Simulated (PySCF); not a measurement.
Isomers of C5H4FN, mass 97.033 u with the commonest isotopes. Method: PBE0-D3(BJ)/def2-SVP geometry optimisation, gas phase (PySCF 2.14.0). One conformer each, none proved a minimum here; rigid rotors.

Question: Order these by radius of gyration √(Σ m r²/M), largest first.
A. `[H]/[N:7]=[CH:6]\[C:4](=[CH:3]\[C:2]#[CH:1])[F:5]` with C3–C4–C6–N7 -5°
B. `[CH2:1]=[CH:2]/[CH:3]=[C:4](\[F:5])[C:6]#[N:7]` with C1–C2–C3–C4 -179°
C. `CC(=C=CF)C#N`
D. `[N:1]#[C:2][C:3]#[C:4][CH2:5][CH2:6][F:7]` with C4–C5–C6–F7 180°
E. `Fc1ccncc1`

Answer: D (2.579 Å), C (2.145 Å), B (2.105 Å), A (2.037 Å), E (1.695 Å).

Question: Order these by rotational constant C, smallest first.
A. `[N:1]#[C:2][C:3]#[C:4][CH2:5][CH2:6][F:7]` with C4–C5–C6–F7 180°
B. `Fc1ccncc1`
C. `[CH2:1]=[CH:2]/[CH:3]=[C:4](\[F:5])[C:6]#[N:7]` with C1–C2–C3–C4 -179°
D. `[H]/[N:7]=[CH:6]\[C:4](=[CH:3]\[C:2]#[CH:1])[F:5]` with C3–C4–C6–N7 -5°

Answer: A (786.8 MHz), C (1176 MHz), D (1255 MHz), B (1812 MHz).

Question: Order these by out-of-plane moment Σ m c² = (Ia + Ib − Ic)/2, largest first.
A. `[N:1]#[C:2][C:3]#[C:4][CH2:5][CH2:6][F:7]` with C4–C5–C6–F7 180°
B. `[CH2:1]=[CH:2]/[CH:3]=[C:4](\[F:5])[C:6]#[N:7]` with C1–C2–C3–C4 -179°
C. `N#CC(C)=C=CF`

Answer: C (11.66 u·Å²), A (3.20 u·Å²), B (0.00 u·Å²).

| SMILES | point group | Ia (u·Å²) | Ib (u·Å²) | Ic (u·Å²) | κ | μa (D) | μb (D) | μc (D) |
| --- | --- | --- | --- | --- | --- | --- | --- | --- |
| C=C/C=C(\F)C#N | Cs | 72.73 | 357.11 | 429.84 | -0.92 | 3.92 | 0.14 | 0.00 |
| CC(=C=CF)C#N | C1 | 107.67 | 350.31 | 434.65 | -0.84 | 1.52 | 3.16 | 1.13 |
| [H]/N=C\C(F)=C\C#C | near Cs | 77.52 | 325.15 | 402.58 | -0.89 | 1.55 | 0.70 | 0.00 |
| N#CC#CCCF | Cs | 24.60 | 624.14 | 642.35 | -1.00 | 3.22 | 0.57 | 0.01 |
| Fc1ccncc1 | C2v | 83.83 | 195.02 | 278.85 | -0.63 | 0.86 | 0.00 | 0.00 |
